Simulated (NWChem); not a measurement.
# CH$_{6}$InN; SMILES C[NH][InH2]

```xyz
9

In     0.0251    -0.6399     0.0000
H     -1.2780    -1.7646     0.0000
H      1.7282    -0.8948     0.0000
N     -0.5287     1.3095     0.0000
C      0.3087     2.4795     0.0000
H     -1.5184     1.5343     0.0000
H      0.1566     3.1231     0.8892
H      0.1566     3.1231    -0.8892
H      1.3722     2.1911     0.0000
```
Atoms are numbered in this order, from 1.

Program: NWChem. All runs use the structure optimised with PBE0/def2-SVP. def2 effective core potentials on In; no spin-orbit coupling.

For level PW91/def2-TZVP:

| Item | Value |
|---|---|
| highest occupied level (eV) | -5.16 |

Problem. Estimate the same quantities for level BLYP/def2-TZVP.

Solution. 
- highest occupied level (eV): -5.01
